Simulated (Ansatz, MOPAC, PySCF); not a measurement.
bora-[2]triangulene (central B), multiplicity 1 `C1=CC2=CC=CC3=CC=CC(=C1)B23`, neutral singlet in the gas phase. By single points with B3LYP-D3(BJ)/def2-SVP it is the lowest of the spin states computed. This state lies 0.80 eV below the relaxed state of multiplicity 3. The geometry has D3h symmetry (within 0.05 Å) and had no frequency check at the DFT level, so a distortion to lower symmetry isn't ruled out.

Z-matrix (Å, degrees):
```
B
C 1 1.5077
C 2 1.4165 1 117.11
H 3 1.0982 2 120.50 1 179.99
C 3 1.4073 4 117.91 2 180.00
H 5 1.0925 3 118.70 4 0.00
C 5 1.4074 6 118.70 3 180.00
H 7 1.0982 5 117.92 6 0.00
C 2 1.4166 3 125.77 4 0.00
H 9 1.0982 2 120.50 3 0.00
C 9 1.4073 10 117.92 2 -180.00
H 11 1.0925 9 118.70 10 0.00
C 11 1.4073 12 118.70 9 179.99
H 13 1.0982 11 117.91 12 0.00
C 13 1.4165 14 120.50 11 180.00
C 15 1.4166 13 125.77 14 0.00
H 16 1.0982 15 120.50 13 0.01
C 16 1.4073 17 117.92 15 180.00
H 18 1.0925 16 118.70 17 0.00
C 18 1.4073 19 118.70 16 -179.99
H 20 1.0982 18 117.91 19 0.00
C 20 1.4165 21 120.50 18 180.00
```
Charge 0, spin multiplicity 1.

All levels are single points at this geometry (B3LYP-D3(BJ)/def2-SVP); Pople sets use spherical d functions. Orbital energies aren't observables, and empty levels follow the basis.

```json
[
 {"level": "B3LYP-D3(BJ)/def2-SVP in Ansatz", "HOMO (eV)": "-5.40", "LUMO (eV)": "-3.45", "gap (eV)": "1.96", "dipole (D)": "0.00", "vertical IE, Delta-SCF (eV)": "–"},
 {"level": "CAM-B3LYP-D3(BJ)/def2-SVP in Ansatz", "HOMO (eV)": "-6.62", "LUMO (eV)": "-2.49", "gap (eV)": "4.14", "dipole (D)": "0.00", "vertical IE, Delta-SCF (eV)": "–"},
 {"level": "PBE-D3(BJ)/def2-SVP in Ansatz", "HOMO (eV)": "-4.88", "LUMO (eV)": "-3.97", "gap (eV)": "0.90", "dipole (D)": "0.00", "vertical IE, Delta-SCF (eV)": "–"},
 {"level": "HF/STO-3G in PySCF", "HOMO (eV)": "-4.84", "LUMO (eV)": "2.18", "gap (eV)": "7.01", "dipole (D)": "0.00", "vertical IE, Delta-SCF (eV)": "–"},
 {"level": "AM1 in MOPAC", "HOMO (eV)": "-7.72", "LUMO (eV)": "-2.04", "gap (eV)": "5.68", "dipole (D)": "0.00", "vertical IE, Delta-SCF (eV)": "–"},
 {"level": "PM3 in MOPAC", "HOMO (eV)": "-8.26", "LUMO (eV)": "-2.19", "gap (eV)": "6.07", "dipole (D)": "0.00", "vertical IE, Delta-SCF (eV)": "–"},
 {"level": "PM6 in MOPAC", "HOMO (eV)": "-7.97", "LUMO (eV)": "-2.02", "gap (eV)": "5.96", "dipole (D)": "0.00", "vertical IE, Delta-SCF (eV)": "–"},
 {"level": "PM7 in MOPAC", "HOMO (eV)": "-8.31", "LUMO (eV)": "-2.27", "gap (eV)": "6.04", "dipole (D)": "0.00", "vertical IE, Delta-SCF (eV)": "–"}
]
```

Ansatz is an electronic-structure program.
